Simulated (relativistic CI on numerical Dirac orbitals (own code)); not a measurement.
**Transition arrays of Pd23+**

Calculated at this level of theory: Dirac-Coulomb-Breit CI, separate exchange-only KLI orbitals for each configuration, model QED (radiative potential, 1s self-energy scaled to tabulated hydrogen-like ionisation energies), valence Slater integrals scaled by 0.9, whole transition arrays (own radial code, finite nucleus).

Configuration list (outside the closed core [Ne] 3s2): 3p⁶3d⁵, 3p⁶3d⁴4f, 3p⁵3d⁶, 3p⁶3d⁴4p, 3p⁶3d⁴5f. Levels of other configurations are missing.

All E1 lines from the levels of 3p⁶3d⁵; mean and standard deviation are weighted by gf, and upper levels are sorted by their leading configuration.

| Upper configuration | Lines | Σgf | Mean (eV) | Mean (nm) | σ (eV) | Strongest line (nm) |
| --- | --- | --- | --- | --- | --- | --- |
| 3p⁶3d⁴4f | 5470 | 924.2 | 637.98 | 1.943 | 6.58 | 1.927 |
| 3p⁵3d⁶ | 3245 | 234.7 | 201.65 | 6.149 | 17.19 | 5.524 |
| 3p⁶3d⁴4p | 3245 | 51.7 | 502.81 | 2.466 | 6.31 | 2.456 |
| 3p⁶3d⁴5f | 5470 | 302.4 | 819.23 | 1.513 | 7.20 | 1.504 |

Σgf per state of the lower configuration in bins of 0.2 nm over the central range (centre: value): 1.5: 1.20, 1.9: 3.61, 2.1: 0.06, 2.5: 0.20, 5.5: 0.09, 5.7: 0.18, 5.9: 0.17, 6.1: 0.10, 6.3: 0.07, 6.5: 0.06, 6.7: 0.08.

Task: How do configuration mixing and the scaling of the Slater integrals move the arrays?

Result: Slater scale 0.9, no configuration mixing: 3p⁶3d⁴4f 638.1 ± 6.6 eV (Σgf 925.1), 3p⁵3d⁶ 202.0 ± 17.2 eV (Σgf 250.7), 3p⁶3d⁴4p 503.0 ± 6.3 eV (Σgf 49.8), 3p⁶3d⁴5f 818.9 ± 7.2 eV (Σgf 240.9); Slater scale 1: 3p⁶3d⁴4f 639.0 ± 7.2 eV (Σgf 929.4), 3p⁵3d⁶ 203.5 ± 18.1 eV (Σgf 234.9), 3p⁶3d⁴4p 502.9 ± 6.9 eV (Σgf 51.9), 3p⁶3d⁴5f 819.7 ± 7.9 eV (Σgf 304.5); Slater scale 0.8: 3p⁶3d⁴4f 636.9 ± 6.0 eV (Σgf 919.0), 3p⁵3d⁶ 199.8 ± 16.3 eV (Σgf 234.4), 3p⁶3d⁴4p 502.7 ± 5.7 eV (Σgf 51.4), 3p⁶3d⁴5f 818.8 ± 6.6 eV (Σgf 300.3). With mixing, levels are counted to their leading configuration, so an array can shrink or vanish into another, and the sums then hold other lines.
